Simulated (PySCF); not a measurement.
C₂H₇ClOSi₂, SMILES O[Si@H](Cl)C([SiH3])=C.

The structure is a stationary point at PBE0-D3(BJ)/def2-SVP. The structure was generated by enumeration; whether it is a known compound was not checked. Other conformers were not sampled.

Two levels are set side by side: TDA-PBE/def2-SVPD (PySCF) and TDA-ωB97X/def2-SVPD (PySCF). Vertical, same geometry. The lowest singlet is HOMO→LUMO 97 % with PBE and HOMO−1→LUMO 72 %, HOMO→LUMO 17 % with the other functional; states are paired by order. Differences are taken from unrounded values.

| quantity | TDA-ωB97X |
|---|---|
| lowest singlet excitation (eV) | 5.83 |
| lowest triplet excitation (TDA) (eV) | 4.15 |
| first bright state (f over 0.05) (eV) | 7.29 |
| its oscillator strength | 0.44 |

**Question.** What does TDA-PBE give, and how far is it from TDA-ωB97X? (The exact figures need the calculation; the answer reports its results.)

**Answer.** 
```json
[
 {"quantity": "lowest singlet excitation (eV)", "TDA-PBE": "5.02", "TDA-PBE minus TDA-ωB97X": "-0.80"},
 {"quantity": "lowest triplet excitation (TDA) (eV)", "TDA-PBE": "4.12", "TDA-PBE minus TDA-ωB97X": "-0.04"},
 {"quantity": "first bright state (f over 0.05) (eV)", "TDA-PBE": "6.20", "TDA-PBE minus TDA-ωB97X": "-1.09"},
 {"quantity": "its oscillator strength", "TDA-PBE": "0.07", "TDA-PBE minus TDA-ωB97X": "-0.37"}
]
```

Functionals without exact exchange tend to place singlet excitations lower, as here. Differences between two approximate levels are no errors against the true value.

Rough cost on one machine, each run with all the roots and properties that it gave: TDA-ωB97X against TDA-PBE about 5 times.
